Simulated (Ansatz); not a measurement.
A nudged elastic band was laid between two geometries of C₄H₆AlF (12 atoms, charge 0, multiplicity 1).

These are results of RKS PBE/STO-3G (Ansatz 0.2.0), not measurements.

| Property | Result |
| --- | --- |
| movable images | 5 |
| climbing image | yes |
| spring | 5.0 eV/Å² |
| optimiser | quadratic models (default) |
| start path | IDPP |
| force threshold | 0.05 eV/Å |
| iteration limit | 6 |
| end points | relaxed |

Initial state:

```xyz
12
Properties=species:S:1:pos:R:3
C -0.029 -2.307 0.548
Al 0.666 -0.914 -0.566
F 1.746 -1.255 -1.750
C 0.169 0.906 -0.387
C 0.246 2.179 -0.773
C -0.681 1.955 0.389
H -1.123 -2.405 0.440
H 0.408 -3.293 0.319
H 0.162 -2.107 1.616
H 0.670 2.930 -1.454
H -1.779 1.994 0.240
H -0.379 2.262 1.410
```

Final state:

```xyz
12
Properties=species:S:1:pos:R:3
C -0.103 -2.403 0.549
Al 0.574 -0.922 -0.460
F 1.683 -1.161 -1.641
C 0.013 0.863 -0.157
C -0.727 1.751 0.505
C 0.139 2.361 -0.563
H -1.188 -2.536 0.396
H 0.381 -3.356 0.279
H 0.044 -2.259 1.634
H -1.472 1.957 1.285
H 1.046 2.934 -0.283
H -0.313 2.716 -1.511
```

Q: What changes between the two ends?

A: No bond is made or broken. The dihedral F3–Al2–C4–C6 goes from -179 to 0°.

Q: What energy profile does the band end with?

A: The forces met the threshold. The highest image is number 3 of 0 to 6, 0.4 kcal/mol above the ends, which have the same energy within 2 meV. Another band between the same ends (5 images) ends at a top of the same energy, where a vibrational analysis finds no clearly imaginary modes. Limits of this set-up: minimal basis.

```tsv
image	path coordinate (Å)	energy (kcal/mol)	dihedral F3–Al2–C4–C6 (°)
0	0.00	0.0	-179
1	1.17	0.1	-151
2	2.33	0.3	-120
3	3.50	0.4	-89
4	4.69	0.3	-58
5	5.88	0.1	-28
6	7.07	0.0	0
```

Q: What is the geometry of the highest image?

A: 
```xyz
12
Properties=species:S:1:pos:R:3
C -0.587 -2.338 -0.158
Al 0.712 -0.939 -0.319
F 2.285 -1.296 -0.601
C 0.276 0.897 -0.138
C -0.107 2.079 -0.615
C 0.150 2.087 0.864
H -1.395 -2.234 -0.903
H -0.146 -3.340 -0.296
H -1.071 -2.328 0.833
H -0.409 2.682 -1.481
H -0.697 2.114 1.579
H 1.066 2.562 1.269
```

Run time: 2.9 min on 1 thread of Intel(R) Xeon(R) Processor @ 2.50GHz (Skylake/Cascade Lake), with other jobs on the host, peak memory 0.11 GiB.
